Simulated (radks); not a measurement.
The numbers below are computed, except where a source is named.
Dispersion coefficients C6 (hartree bohr^6) between ground-configuration atoms and ions, from the Casimir-Polder integral (3/pi) of alpha_A(iw) alpha_B(iw). Level of theory: non-relativistic Kohn-Sham, LDA (Slater exchange, Perdew-Wang correlation), spin-polarised, spherical densities, point nucleus; open shells are filled with parallel spins first (a radial shooting solver on a logarithmic mesh with Libxc functionals). Response by self-consistent Sternheimer equations with the Hartree and adiabatic LDA kernel. For heavy and open-shell atoms this level of theory can miss by tens of per cent.

\begin{tabular}{lrrrrrrr}
C6 & Ga & Ga+ & Ga2+ & Ga3+ & Ga4+ & Ga5+ & Ga6+ \\ \hline
Ga & 491.9 &  &  &  &  &  &  \\
Ga+ & 201.4 & 89.40 &  &  &  &  &  \\
Ga2+ & 111.7 & 50.62 & 29.00 &  &  &  &  \\
Ga3+ & 25.21 & 13.24 & 8.144 & 3.226 &  &  &  \\
Ga4+ & 16.57 & 8.920 & 5.581 & 2.358 & 1.749 &  &  \\
Ga5+ & 11.80 & 6.460 & 4.093 & 1.807 & 1.355 & 1.059 &  \\
Ga6+ & 8.967 & 4.961 & 3.170 & 1.441 & 1.089 & 0.8562 & 0.6951 \\
\end{tabular}

Static polarisabilities (bohr^3): Ga ([Ar] 3d10 4s2 4p1) 59.33, Ga+ ([Ar] 3d10 4s2) 17.69, Ga2+ ([Ar] 3d10 4s1) 9.440, Ga3+ ([Ar] 3d10) 1.444, Ga4+ ([Ar] 3d9) 0.8993, Ga5+ ([Ar] 3d8) 0.6188, Ga6+ ([Ar] 3d7) 0.4600. The combination rule 2 Ca Cb / ((alpha_b/alpha_a) Ca + (alpha_a/alpha_b) Cb) gives 12.32 for Ga+-Ga3+, against 13.24 from the integral.
